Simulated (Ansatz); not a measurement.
Single points on the cluster NbS3⁻.

```yaml
crystal:
  periodic: [false, false, false]
  atoms:
    - {symbol: Nb, position_ang: [-0.235867, -0.418977, -0.016656]}
    - {symbol: S, position_ang: [0.872019, -0.382845, 1.912002]}
    - {symbol: S, position_ang: [-1.771605, 1.186527, -0.127475]}
    - {symbol: S, position_ang: [1.135453, -0.384705, -1.767871]}
basis:
  gaussian: {orbitals: def2-TZVPD, initial_orbitals: start.molden}
total_charge: -1
hamiltonian: {xc: pbe0, dispersion: d4}
scf: {omitted_lower_state_checks: [starts]}
output: {orbitals: {seedname: orbitals}}
```

The file start.molden holds the orbitals of an earlier run on this structure, at another level or in another basis.

```sh
$ ansatz run in.yaml --threads 4 --pin off --events-out ev --progress --plain --max-ram 3916MiB
```

Output, abridged:

```
Functional definition: PBE0
  name "PBE0"
  cite "Adamo & Barone, J. Chem. Phys. 110, 6158 (1999) doi:10.1063/1.478522"
  cite "Perdew, Burke & Ernzerhof, Phys. Rev. Lett. 77, 3865 (1996) doi:10.1103/PhysRevLett.77.3865"
  parent pbe
  parameter a = 0.25
  parameter kappa = 0.804
  parameter beta = 0.06672455060314922
  exchange = (1 - a)*pbe_x(kappa = kappa, mu = beta*pi^2/3) + a*exact_x
  correlation = pbe_c(beta = beta)
these checks for a lower state are left out or cut short: starts
1316 factors; their error is unknown
mean field evaluation 1: about -34049.5540 eV, gradient 1.4e2 eV
mean field evaluation 2: about -34051.7664 eV, gradient 3.9e0 eV
mean field evaluation 4: about -34052.0091 eV, gradient 2.2e-1 eV
mean field evaluation 8: about -34052.0093 eV, gradient 1.8e-5 eV
mean field -34052.00932266 eV, -1251.3882613269 hartree, gradient 1.8e-5 eV, S^2 0.000000; 0 other end points of the search recorded, 0 dependent functions left out
reference -34052.00936536 eV, -1251.3882628960 hartree; 31, 31 occupied and 147, 147 virtual orbitals, 1316 factors
Total energy: -34052.18510130 eV, -1251.3947210729 hartree
Checks for a lower state left out: starts
```

Hardware: 4 threads of Arm Neoverse V2 on a shared host. Wall time 2.7 s.

As the first input, with `hamiltonian: {xc: {text: "exchange = 0.90*pbe_x + 0.10*exact_x\ncorrelation = pbe_c"}}` (abridged; 2.4 s):

```
Functional definition: unnamed
mean field -34051.35447340 eV, -1251.3641960603 hartree, gradient 1.7e-5 eV, S^2 0.000000
Total energy: -34051.35452241 eV, -1251.3641978614 hartree
Checks for a lower state left out: starts
```

As the first input, with `gaussian: {orbitals: STO-3G}`, `hamiltonian: {xc: hf}` (abridged; 0.25 s):

```
Functional definition: HF
mean field -133214.22750871 eV, -4895.5325650984 hartree, gradient 1.9e-5 eV, S^2 0.000000
Total energy: -133214.22750871 eV, -4895.5325650984 hartree
Checks for a lower state left out: starts
```

The first input with `hamiltonian: {xc: {text: "exchange = 0.65*pbe_x + 0.35*exact_x\ncorrelation = pbe_c"}}` (abridged; 2.7 s):

```
Functional definition: unnamed
mean field -34052.49656703 eV, -1251.4061672271 hartree, gradient 1.1e-5 eV, S^2 0.000000
Total energy: -34052.49660517 eV, -1251.4061686288 hartree
Checks for a lower state left out: starts
```

The first input with `gaussian: {orbitals: def2-SVPD, initial_orbitals: start.molden}` (abridged; 1.3 s):

```
Functional definition: PBE0
mean field -34040.91573790 eV, -1250.9805796065 hartree, gradient 5.0e-5 eV, S^2 0.000000
Total energy: -34041.09150474 eV, -1250.9870389185 hartree
Checks for a lower state left out: starts
```

As the first input, with `correlation: {method: mp2}` and without the key `hamiltonian` (abridged; 2 s):

```
Functional definition: HF
mean field -33991.58464264 eV, -1249.1676952933 hartree, gradient 2.1e-6 eV, S^2 0.000000; unrestricted orbitals would lower it
mean field evaluation 16: about -33991.5961 eV, gradient 1.0e-1 eV
15 core orbitals not correlated: weight in the atoms' cores, before any rotation towards them, 1.000 or more for the frozen orbitals, at most 0.000 for the correlated occupied ones
second order -26.01084064 eV of doubles, -0.00000000 eV of singles
Total energy: -34017.59548328 eV, -1250.1235760560 hartree
Checks for a lower state left out: starts
```

As the first input, with `hamiltonian: {xc: {name: wB97X-V}}` (abridged; 7 s):

```
Functional definition: wB97X-V
mean field -34057.01497336 eV, -1251.5722155969 hartree, gradient 2.7e-5 eV, S^2 0.000000
Total energy: -34057.01497056 eV, -1251.5722154944 hartree
Checks for a lower state left out: starts
```

Geometry: PBE-D4/def2-SVPD.

In the def2 sets Nb takes a core potential, while STO-3G treats all electrons; there is no spin–orbit coupling. Correlated methods freeze 15 core orbitals; core or outer-core shells of Nb are correlated, in sets that lack core-valence functions. The restricted singlet is unstable towards broken spin symmetry in Hartree–Fock (as tested in another run); at HF/STO-3G this wasn't settled. At HF/STO-3G the highest occupied level of the charge -1 singlet lies above zero (up to 1.25 eV). In Hartree–Fock with STO-3G the lack of diffuse functions raises the level. At MP2/def2-TZVPD the restricted singlet (for correlated methods, its reference) is unstable: a solution with broken spin symmetry lies lower. The structure comes from a short search, and lower isomers may exist.
